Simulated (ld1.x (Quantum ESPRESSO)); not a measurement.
**nickel (Ni), TM: configuration errors across variants**

nickel, norm-conserving Troullier–Martins (Kleinman–Bylander form), made with ld1.x (Quantum ESPRESSO) 7.5 (PBE, scalar-relativistic). Core [Ne], reference 3s2 3p6 3d8 4s2 4p0. Waves: 3s (bound): rc 0.95 bohr; 3p (bound): rc 0.95 bohr; 3d (bound): rc 1.60 bohr. Local part: the d channel. Core correction: none.

Occupied shells without a wave of their own: 4s. They enter only through the test configuration that unscreens the potential.

All-electron excitation energies from the reference (eV): (1) 3s2 3p6 3d8 4s1 4p0 9.322; (2) 3s2 3p6 3d8 4s0 4p0 26.673; (3) 3s2 3p6 3d7 4s0 4p0 64.140; (4) 3s2 3p6 3d8 4s1.5 4p0 3.717; (5) 3s2 3p6 3d8 4s1 4p1 4.596; (6) 3s2 3p6 3d8 4s0 4p2 9.502; (7) 3s2 3p6 3d8 4s0 4p1 15.007.

For the base: The 4s level has no wave, so the channel is fitted at the deeper level alone: the likely source of the large errors.

Tests that are not counted but printed errors over 1 eV. “type RRKJ; local potential all-electron potential smoothed inside 1.55 bohr (lloc = -1); rho0 0.001”: all (the test run did not reproduce the reference configuration, from which every error is measured). “wave 3d (bound): rc 1.60 bohr becomes 3d (bound): rc 2.40 bohr”: 3s2 3p6 3d7 4s0 4p0 (converged, but collapsed or in another state, printed error -25.1 eV).

2 further variants failed, have other tests or too few solved ones, and are left out.

The file “wave 3d (bound): rc 1.60 bohr becomes 3d (bound): rc 2.40 bohr” misses its own reference levels by 3.2 eV. The file “wave 3s (bound): rc 0.95 bohr becomes 3s (bound): rc 0.78 bohr” misses its own reference levels by 0.5 eV.

Errors AE − PS in meV (a dash: test not solved or not reliable):

| change | (1) | (2) | (3) | (4) | (5) | (6) | (7) | bound ghosts |
| --- | --- | --- | --- | --- | --- | --- | --- | --- |
| base | +320 | +709 | +554 | +146 | +15 | -65 | +166 | none |
| type RRKJ; local potential all-electron potential smoothed inside 1.55 bohr (lloc = -1); rho0 0.001 | – | – | – | – | – | – | – | none |
| wave 3d (bound): rc 1.60 bohr becomes 3d (bound): rc 2.40 bohr | -5042 | -15178 | – | -2021 | -5287 | -14251 | -14945 | not determined |
| wave 3p (bound): rc 0.95 bohr becomes 3p (bound): rc 1.42 bohr | +320 | +710 | +553 | +146 | +8.2 | -81 | +153 | none |
| wave 3s (bound): rc 0.95 bohr becomes 3s (bound): rc 0.78 bohr | +630 | +1532 | +1889 | +279 | +267 | +494 | +833 | none |

Give the same row for: local potential all-electron potential smoothed inside 0.90 bohr (lloc = -2).

+21, +59, +53, +9.0, +21, +47, +52; bound ghosts: none.
